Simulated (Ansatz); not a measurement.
Two isomers of CH2FNOSi: A = `O=C=N[SiH2]F`, B = `O=C1N[SiH]1F`.

Computed with Ansatz on PBE0-D4/def2-TZVP structures; ΔE is electronic, products minus reactants. CBS: MP2 limit from def2 TZ/QZ plus the TZ coupled-cluster correction, frozen cores. DFT in def2-TZVPP. B3LYP here is the variant with VWN-RPA as its local correlation; programs differ in this. One conformer a species, not always the lowest.

(1) Which is lower in electronic energy at CCSD(T)/CBS, and by how much? (Estimate.)

(2) Give E(B) − E(A) in kcal/mol with LDA (SPW92), PBE-D4, HF/def2-TZVPP, ωB97M-V, r2SCAN-D4, CCSD(T)/def2-SVP, B3LYP. (Best estimate.)

Largest T1 diagnostic: 0.016.

Results:

(1) Computed: A, by 41.1 kcal/mol.

(2) The calculation gave: LDA (SPW92) 32.0, PBE-D4 36.0, HF/def2-TZVPP 54.1, ωB97M-V 40.3, r2SCAN-D4 40.2, CCSD(T)/def2-SVP 45.3, B3LYP 43.3. None reverses the order clearly.

At CCSD(T), def2-SVP lies +4.2 kcal/mol from the extrapolated value and def2-TZVPP +1.1 kcal/mol. From PBE to PBE0 (25 % exact exchange), in def2-TZVPP and without D4, E(B) − E(A) moves by +2.3 kcal/mol.
